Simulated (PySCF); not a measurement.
Molecule: trichlorogermane, sum formula GeHCl3 (charge 0, singlet). SMILES: [Cl][GeH]([Cl])[Cl]
Coordinates optimised at B3LYP-D3(BJ)/def2-TZVP (Ansatz):
```
Ge
H 1 1.5259
Cl 1 2.1442 2 110.42
Cl 1 2.1442 2 110.42 3 -120.00
Cl 1 2.1442 2 110.42 4 -120.00
```
Charge 0, spin multiplicity 1.

Dispersion corrections to the total energy (kcal/mol) from the dftd3 and dftd4 libraries through PySCF: D3(BJ) without and D4 with the three-body term, each with the damping fitted for the functional named.

| functional | D3(BJ) | D4 |
|---|---|---|
| B2GP-PLYP | -4.73 | ? |
| BHLYP | -6.64 | -6.16 |
| BP86 | -7.51 | ? |
| B2PLYP | -3.97 | ? |
| HSE06 | -3.17 | -3.38 |
| B3LYP | -7.48 | -6.83 |
| revPBE | -8.58 | -9.78 |

### Question
Complete the blanks.

### Answer

- B2GP-PLYP, D4: -1.80
- BP86, D4: -5.94
- B2PLYP, D4: -2.89
